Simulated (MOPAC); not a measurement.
MOPAC input (PM3):

```
PM3 PRECISE GNORM=0.05 LET XYZ GEO-OK AUX(PRECISION=9) THREADS=1
C4H5N

C    -2.18694900 1    0.00139300 1   -0.09965900 1
C    -1.01554500 1    0.13472500 1    0.50215900 1
C     0.18687600 1   -0.72080900 1    0.19186800 1
C     1.35066900 1    0.07601700 1   -0.19353400 1
N     2.25909500 1    0.71584600 1   -0.48834400 1
H    -3.02917900 1    0.62672000 1    0.16475400 1
H    -2.34798900 1   -0.73536300 1   -0.87816000 1
H    -0.87406900 1    0.88651900 1    1.27090500 1
H    -0.03978100 1   -1.42309600 1   -0.61290200 1
H     0.46704700 1   -1.31365300 1    1.06880700 1
```

Output:

```
 *******************************************************************************
 **                                                                           **
 **                              MOPAC v23.2.5                                **
 **                                                                           **
 *******************************************************************************
 ** MOPAC's Digital Object Identifier: https://doi.org/10.5281/zenodo.6511958 **
 **                                                                           **
 ** Please cite the open-source release paper for use of this MOPAC version:  **
 ** J. E. Moussa and J. J. P. Stewart (2026)                                  **
 ** MOPAC: An open-source semiempirical molecular orbital program             **
 ** J. Open Source Softw., 11(119), 8025, https://doi.org/10.21105/joss.08025 **
 *******************************************************************************

                              PM3 CALCULATION RESULTS

 *******************************************************************************
 *  PM3        - The PM3 Hamiltonian to be used
 *  GEO-OK     - OVERRIDE INTERATOMIC DISTANCE AND OTHER SAFETY CHECKS
 *  LET        - OVERRIDE SOME SAFETY CHECKS
 *  PRECISE    - TIGHTER CRITERIA TO BE USED
 *  XYZ        - CARTESIAN COORDINATE SYSTEM TO BE USED
 *  GNORM      - EXIT WHEN GRADIENT NORM DROPS BELOW 0.050
 *  AUX        - OUTPUT AUXILIARY INFORMATION
 *******************************************************************************
PM3 PRECISE GNORM=0.05 LET XYZ GEO-OK AUX(PRECISION=9) THREADS=1
 C4H5N

   ATOM   CHEMICAL          X               Y               Z
  NUMBER   SYMBOL      (ANGSTROMS)     (ANGSTROMS)     (ANGSTROMS)

     1       C         -2.18694900  *   0.00139300  *  -0.09965900  *
     2       C         -1.01554500  *   0.13472500  *   0.50215900  *
     3       C          0.18687600  *  -0.72080900  *   0.19186800  *
     4       C          1.35066900  *   0.07601700  *  -0.19353400  *
     5       N          2.25909500  *   0.71584600  *  -0.48834400  *
     6       H         -3.02917900  *   0.62672000  *   0.16475400  *
     7       H         -2.34798900  *  -0.73536300  *  -0.87816000  *
     8       H         -0.87406900  *   0.88651900  *   1.27090500  *
     9       H         -0.03978100  *  -1.42309600  *  -0.61290200  *
    10       H          0.46704700  *  -1.31365300  *   1.06880700  *

          CARTESIAN COORDINATES

    NO.       ATOM           X           Y           Z

     1         C         -2.1869      0.0014     -0.0997
     2         C         -1.0155      0.1347      0.5022
     3         C          0.1869     -0.7208      0.1919
     4         C          1.3507      0.0760     -0.1935
     5         N          2.2591      0.7158     -0.4883
     6         H         -3.0292      0.6267      0.1648
     7         H         -2.3480     -0.7354     -0.8782
     8         H         -0.8741      0.8865      1.2709
     9         H         -0.0398     -1.4231     -0.6129
    10         H          0.4670     -1.3137      1.0688

  H: (PM3): J. J. P. STEWART, J. COMP. CHEM. 10, 209 (1989).
  C: (PM3): J. J. P. STEWART, J. COMP. CHEM. 10, 209 (1989).
  N: (PM3): J. J. P. STEWART, J. COMP. CHEM. 10, 209 (1989).

           Empirical Formula: C4 H5 N  =    10 atoms

      MOLECULAR POINT GROUP   :   C1

      RHF CALCULATION, NO. OF DOUBLY OCCUPIED LEVELS = 13

          Geometry optimization using EF

          DIAGONAL MATRIX USED AS START HESSIAN

 CYCLE:     1  GRAD.:    61.683 HEAT:  44.70592
 CYCLE:     2  GRAD.:   742.036 HEAT:  115.0174
 CYCLE:     3  GRAD.:   203.757 HEAT:  51.99860
 CYCLE:     4  GRAD.:   247.938 HEAT:  71.84471
 CYCLE:     5  GRAD.:   379.301 HEAT:  79.97887
 CYCLE:     6  GRAD.:   323.509 HEAT:  69.89698
 CYCLE:     7  GRAD.:   269.442 HEAT:  60.16574
 CYCLE:     8  GRAD.:   485.961 HEAT:  83.54540
 CYCLE:     9  GRAD.:   361.555 HEAT:  72.98165
 CYCLE:    10  GRAD.:   210.757 HEAT:  61.66088
 CYCLE:    11  GRAD.:   221.232 HEAT:  61.87206
 CYCLE:    12  GRAD.:   239.505 HEAT:  56.10415
 CYCLE:    13  GRAD.:   398.500 HEAT:  78.87318
 CYCLE:    14  GRAD.:   224.949 HEAT:  64.38010
 CYCLE:    15  GRAD.:   291.170 HEAT:  66.54117
 CYCLE:    16  GRAD.:   134.540 HEAT:  47.99518
 CYCLE:    17  GRAD.:   277.084 HEAT:  65.52430
 CYCLE:    18  GRAD.:   109.578 HEAT:  47.71130
 CYCLE:    19  GRAD.:   235.271 HEAT:  57.35224
 CYCLE:    20  GRAD.:    21.786 HEAT:  44.11859
 CYCLE:    21  GRAD.:    24.983 HEAT:  44.21506
 CYCLE:    22  GRAD.:     5.698 HEAT:  43.86371
 CYCLE:    23  GRAD.:     4.753 HEAT:  43.85962
 CYCLE:    24  GRAD.:     0.770 HEAT:  43.85417
 CYCLE:    25  GRAD.:     0.650 HEAT:  43.85241
 CYCLE:    26  GRAD.:     1.648 HEAT:  43.84967
 CYCLE:    27  GRAD.:     0.694 HEAT:  43.84868
 CYCLE:    28  GRAD.:     0.268 HEAT:  43.84813
 CYCLE:    29  GRAD.:     0.464 HEAT:  43.84779
 CYCLE:    30  GRAD.:     0.341 HEAT:  43.84761
 CYCLE:    31  GRAD.:     0.192 HEAT:  43.84748
 CYCLE:    32  GRAD.:     0.184 HEAT:  43.84742
 CYCLE:    33  GRAD.:     0.140 HEAT:  43.84726
 CYCLE:    34  GRAD.:     0.182 HEAT:  43.84712
 CYCLE:    35  GRAD.:     0.403 HEAT:  43.84665
 CYCLE:    36  GRAD.:     0.308 HEAT:  43.84632
 CYCLE:    37  GRAD.:     0.717 HEAT:  43.84560
 CYCLE:    38  GRAD.:     0.311 HEAT:  43.84495
 CYCLE:    39  GRAD.:     0.150 HEAT:  43.84471
 CYCLE:    40  GRAD.:     0.133 HEAT:  43.84438
 CYCLE:    41  GRAD.:     0.150 HEAT:  43.84417
 CYCLE:    42  GRAD.:     0.111 HEAT:  43.84416
 CYCLE:    43  GRAD.:     0.079 HEAT:  43.84417
 CYCLE:    44  GRAD.:     0.070 HEAT:  43.84414
 CYCLE:    45  GRAD.:    14.270 HEAT:  43.94953
 CYCLE:    46  GRAD.:     0.063 HEAT:  43.84414
 CYCLE:    47  GRAD.:     0.172 HEAT:  43.84414
 CYCLE:    48  GRAD.:     0.043 HEAT:  43.84414

     GRADIENT =  0.04337 IS LESS THAN CUTOFF =  0.05000

 -------------------------------------------------------------------------------
 PM3 PRECISE GNORM=0.05 LET XYZ GEO-OK AUX(PRECISION=9) THREADS=1
 C4H5N

     GEOMETRY OPTIMISED USING EIGENVECTOR FOLLOWING (EF).
     SCF FIELD WAS ACHIEVED

                              PM3 CALCULATION
                                                       MOPAC v23.2.5 Linux

          FINAL HEAT OF FORMATION =         43.84414 KCAL/MOL =     183.44386 KJ/MOL

          COSMO AREA              =        117.11 SQUARE ANGSTROMS
          COSMO VOLUME            =        100.40 CUBIC ANGSTROMS

          GRADIENT NORM           =          0.04337          =       0.01372 PER ATOM
          IONIZATION POTENTIAL    =         10.807366 EV
          HOMO LUMO ENERGIES (EV) =        -10.807  0.529
          NO. OF FILLED LEVELS    =         13
          MOLECULAR WEIGHT        =         67.0902         POINT GROUP:  C1

          MOLECULAR DIMENSIONS (Angstroms)

            Atom       Atom       Distance
            H     6    N     5     5.33443
            H     8    H     7     2.80072
            H    10    N     5     2.39061

          SCF CALCULATIONS        =         49

   ATOM   CHEMICAL          X               Y               Z
  NUMBER   SYMBOL      (ANGSTROMS)     (ANGSTROMS)     (ANGSTROMS)

     1       C         -2.17980006  *  -0.00924866  *  -0.08172903  *
     2       C         -0.99245845  *   0.15077963  *   0.48993349  *
     3       C          0.17712475  *  -0.71881234  *   0.17051588  *
     4       C          1.33528202  *   0.07778393  *  -0.18376776  *
     5       N          2.26085562  *   0.71404965  *  -0.46964933  *
     6       H         -3.03457217  *   0.61298110  *   0.16629061  *
     7       H         -2.38559525  *  -0.76732989  *  -0.83327804  *
     8       H         -0.82088384  *   0.93233241  *   1.23987361  *
     9       H         -0.03779126  *  -1.42013317  *  -0.66188109  *
    10       H          0.43071203  *  -1.34170511  *   1.05301102  *

                             CARTESIAN COORDINATES

   1    C       -2.179800058    -0.009248660    -0.081729027
   2    C       -0.992458450     0.150779626     0.489933486
   3    C        0.177124749    -0.718812343     0.170515878
   4    C        1.335282021     0.077783927    -0.183767763
   5    N        2.260855618     0.714049650    -0.469649327
   6    H       -3.034572167     0.612981102     0.166290612
   7    H       -2.385595253    -0.767329886    -0.833278045
   8    H       -0.820883839     0.932332410     1.239873607
   9    H       -0.037791259    -1.420133165    -0.661881088
  10    H        0.430712028    -1.341705113     1.053011016

           Empirical Formula: C4 H5 N  =    10 atoms

      MOLECULAR POINT GROUP   :   C1

                  EIGENVALUES
 -36.98257 -30.88384 -26.95504 -20.51766 -17.97813 -16.51927 -16.07771 -14.62149
 -13.17943 -12.44307 -12.31948 -12.29970 -10.80737   0.52945   1.42276   1.45538
   2.08358   2.96646   3.38125   3.40440   3.69694   3.84840   5.00853   5.25750
   6.70033

              NET ATOMIC CHARGES AND DIPOLE CONTRIBUTIONS

  ATOM NO.   TYPE          CHARGE      No. of ELECS.   s-Pop       p-Pop
    1          C          -0.133205        4.1332     1.18258     2.95063
    2          C          -0.157669        4.1577     1.19418     2.96349
    3          C           0.088534        3.9115     1.10568     2.80578
    4          C          -0.154032        4.1540     1.28133     2.87270
    5          N          -0.067219        5.0672     1.74595     3.32127
    6          H           0.084806        0.9152     0.91519
    7          H           0.083172        0.9168     0.91683
    8          H           0.109939        0.8901     0.89006
    9          H           0.071752        0.9282     0.92825
   10          H           0.073921        0.9261     0.92608
 DIPOLE           X         Y         Z       TOTAL
 POINT-CHG.    -1.979    -1.232     0.577     2.402
 HYBRID        -0.688    -0.505     0.209     0.879
 SUM           -2.667    -1.737     0.786     3.278

          ATOMIC ORBITAL ELECTRON POPULATIONS

     Atom    s        px        py        pz
    1  C   1.18258   0.96426   1.00120   0.98516
    2  C   1.19418   0.95095   1.00106   1.01147
    3  C   1.10568   0.86746   0.93220   1.00612
    4  C   1.28133   0.96018   0.96005   0.95247
    5  N   1.74595   1.14753   1.09658   1.07716
    6  H   0.91519
    7  H   0.91683
    8  H   0.89006
    9  H   0.92825
   10  H   0.92608

 **********************
 *                    *
 * JOB ENDED NORMALLY *
 *                    *
 **********************

 == MOPAC DONE ==
```

The geometry given is a B3LYP-D3(BJ)/def2-TZVP minimum.
